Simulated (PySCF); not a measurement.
Gas-phase reaction: Ge2O2 + 2 Cl2 → GeCl4 + GeO2

Method: PySCF energies plus ideal-gas RRHO corrections (1 bar). † marks an energy on the PBE0/def2-TZVP geometry and frequencies; other levels use their own. CCSD(T) freezes the core. 6-31G* has spherical d functions here. All species are closed-shell singlets. B3LYP is the form with VWN-RPA correlation. Ge: all electrons, no relativistic terms. Ge2O2, GeO2: computed as isolated molecules; such fragments, hydroxides, amides, oligomers or adducts are transient or little studied in the gas. CCSD(T) isn't extrapolated to the basis-set limit. Warning, large T1 diagnostic: GeO2 (CCSD(T)/def2-TZVPP†).

| level | ΔH°(298 K), kJ |
|---|---|
| B3LYP/6-31G* | -280 |
| B3LYP/def2-TZVP† | -276 |
| BLYP/def2-TZVP† | ___ |
| CCSD(T)/def2-TZVPP† | -341 |
| HF/def2-TZVP† | ___ |
| PBE0/def2-QZVP† | ___ |
| PBE0/def2-SVP† | -345 |
| r2SCAN/def2-TZVP† | -350 |
| ωB97M-V/def2-TZVP† | ___ |

Q: Some entries are withheld; supply them.

A: 
- BLYP/def2-TZVP†, ΔH°(298 K), kJ: -269
- HF/def2-TZVP†, ΔH°(298 K), kJ: -290
- PBE0/def2-QZVP†, ΔH°(298 K), kJ: -304
- ωB97M-V/def2-TZVP†, ΔH°(298 K), kJ: -288
